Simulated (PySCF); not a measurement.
B(F)2(Et) (C2H5BF2), SMILES CCB(F)F.

The structure is a stationary point at PBE0-D3(BJ)/def2-SVP. Other conformers were not sampled.

Level of theory: PBE/def2-TZVP in PySCF.

Symmetry labels are those of the subgroup Cs that the program uses (full group Cs).

Question: List the valence orbital energies around the gap with their symmetry. (The exact figures need the calculation; the answer reports its results.)

Answer: 
| orbital | symmetry | energy (eV) |
|---|---|---|
| HOMO−7 | A' | -11.79 |
| HOMO−6 | A" | -10.75 |
| HOMO−5 | A" | -10.26 |
| HOMO−4 | A' | -10.22 |
| HOMO−3 | A' | -9.62 |
| HOMO−2 | A' | -9.15 |
| HOMO−1 | A" | -8.52 |
| HOMO | A' | -7.88 |
| LUMO | A" | -0.67 |
| LUMO+1 | A' | -0.03 |
| LUMO+2 | A' | 1.12 |
| LUMO+3 | A" | 1.60 |
